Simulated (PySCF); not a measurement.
## Polarisability and C₆ of N²⁺ (nitrogen, charge +2)

[He] 2s2 2p1, 2P determinant. Computed with PySCF 2.14 in aug-cc-pCVTZ-DK with one added diffuse shell each of s, p, d, f type (8s7p5d3f, 75 functions), with scalar relativity by spin-free X2C-1e. Coupled (time-dependent) response in atomic units; α is the mean over directions.

| method | mean α (bohr³) | α xx, yy, zz | C₆ (like pair) | S(−4) |
| --- | --- | --- | --- | --- |
| UHF | 2.699 | 2.809, 2.479, 2.809 | 3.821 | 8.973 |
| PBE | 2.579 | 2.691, 2.355, 2.691 | 3.661 | 6.789 |
| PBE0 | 2.591 | 2.706, 2.361, 2.706 | 3.676 | 6.971 |
| BLYP | 2.579 | 2.696, 2.344, 2.696 | 3.647 | 6.851 |
| BP86 | 2.575 | 2.688, 2.349, 2.688 | 3.656 | 6.751 |

S(−4) is the Cauchy moment in α(ω) = α(0) + S(−4) ω² + …

α(iu) at PBE:

```tsv
u (hartree)	α(iu) (bohr³)
0	2.579
0.0500	2.562
0.100	2.513
0.200	2.343
0.300	2.118
0.500	1.663
0.750	1.228
1.00	0.9354
1.50	0.5922
2.00	0.4080
3.00	0.2271
5.00	0.1003
```

A single London oscillator, α(iu) = α/(1 + u²/ω²), gives C₆ = (3/4) ω α². Matching the computed C₆ needs ω = 4 × 3.661 / (3 × 2.579²) = 0.734 hartree.

For an ion, C₆ is the dispersion term alone; charge-induced terms of lower order in 1/R come first.

The components differ because the open shell of this determinant is not spherical; for a pure term their mean is the scalar polarisability.
